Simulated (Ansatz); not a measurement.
Calibrating wB97M-V/def2-TZVPP on molecular compounds of Sb

The vertical ionisation energy (cation less neutral) in eV of 8 molecular compounds of Sb: x at wB97M-V/def2-TZVPP, y at CCSD(T)/def2-TZVPP. Shapes, held fixed at every level: PBE0-D4/def2-TZVP. Flexible molecules stand in one conformer, not always the lowest. Programs: Ansatz 0.2.0.

| molecule | x (eV) | y (eV) |
| --- | --- | --- |
| C4H14NSbSi (SMILES C[CH2][Sb]([SiH3])[N](C)C) | 7.48 | 7.50 |
| C2H9O2SbSi (SMILES C[O][Sb]([SiH3])[O]C) | 8.66 | 8.66 |
| C2H8ClOSbSi (SMILES CC[O][Sb]([SiH3])[Cl]) | 8.93 | 8.91 |
| Sb(SiH3)2F | 9.05 | ? |
| SbH2(CH3) | 9.24 | 9.28 |
| SiH3(SbH2) | 9.26 | 9.29 |
| SbH2Cl (SMILES [Cl][SbH2]) | 9.98 | 9.98 |
| SbHF2 (SMILES [F][SbH][F]) | 10.86 | 10.90 |

Q: Fit y = c + s·x to the known rows and predict y for Sb(SiH3)2F.

A: 
1. Means of the 7 rows: x = 9.2014, y = 9.217.
2. Σ(Δx)² = 6.6921, Σ(Δx·Δy) = 6.7327, so the slope is 6.7327/6.6921 = 1.0061.
3. Intercept: 9.217 − (1.0061) × 9.2014 = -0.041. The largest residual of the fit is 0.034.
4. Sb(SiH3)2F: -0.041 + 1.0061 × 9.05 = 9.06 eV.

CCSD(T)/def2-TZVPP gives 9.11 eV, so the prediction is off by -0.05 eV, more than the largest residual. Uncorrected, wB97M-V/def2-TZVPP misses Sb(SiH3)2F by -0.06 eV, and the other rows by 0.02 on average. The line removes about 15 % of this miss. Left out in turn, the other rows are missed by 0.03 eV on average, worse than no correction. Cations run unrestricted. For atoms past krypton def2 sets carry core potentials with scalar relativity. Outer-core shells of Sb are correlated, in sets that cover them unevenly.
